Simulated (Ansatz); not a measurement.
Basis sets compared for the cluster Cd₇Se₆Br₂. Charge 0, multiplicity 1. Geometry PBE-D4/def2-SVP. Ansatz on 2 threads of AMD EPYC 7R13 on a shared host and a share (18 GiB) of an NVIDIA H100 80GB HBM3; times are rough, and most runs start from earlier orbitals.

| atom | x (Å) | y (Å) | z (Å) |
| --- | --- | --- | --- |
| Cd1 | 2.080 | -1.509 | -2.202 |
| Cd2 | -0.013 | 1.213 | -1.817 |
| Cd3 | -3.621 | -1.804 | 0.068 |
| Cd4 | -1.516 | -1.739 | -1.581 |
| Cd5 | 3.013 | 0.361 | 0.357 |
| Cd6 | -1.904 | 1.620 | 1.588 |
| Cd7 | 0.648 | 2.369 | 1.600 |
| Se8 | 0.020 | -0.867 | -3.544 |
| Se9 | 0.053 | -1.080 | 0.625 |
| Se10 | 1.923 | 2.525 | -0.792 |
| Se11 | -3.480 | -0.437 | 2.417 |
| Se12 | 3.981 | -1.763 | -0.667 |
| Se13 | -1.434 | -1.795 | 2.372 |
| Br14 | -2.606 | 1.554 | -1.280 |
| Br15 | 2.855 | 1.352 | 2.856 |

In the def2 sets Cd takes a core potential; there is no spin–orbit coupling. Single mean-field runs in def2-SVP, def2-TZVP are fitted with def2-universal-jkfit. The structure comes from a short search, and lower isomers may exist.

Binding counts from free atoms (Cd singlet, Se triplet, Br doublet) in the same basis, without a counterpoise term.

| level | functions | energy (Eh) | HOMO (eV) | LUMO (eV) | binding per atom (eV) | wall time |
| --- | --- | --- | --- | --- | --- | --- |
| PBE-D4/def2-SVP (with forces) | 473 | -20727.0857 | -5.15 | -3.73 | 1.93 | 5.5 s |
| PBE0-D4/def2-SVP | 473 | -20727.6525 | -6.07 | -3.11 | 1.90 | 4.5 s |

Question: Estimate the rows for PBE-D4/def2-TZVP, PBE0-D4/def2-TZVP.

Answer: 
| level | functions | energy (Eh) | HOMO (eV) | LUMO (eV) | binding per atom (eV) | wall time |
| --- | --- | --- | --- | --- | --- | --- |
| PBE-D4/def2-TZVP | 664 | -20729.7588 | -5.16 | -3.73 | 1.90 | 3.7 s |
| PBE0-D4/def2-TZVP | 664 | -20730.3164 | -6.04 | -3.07 | 1.88 | 5 s |
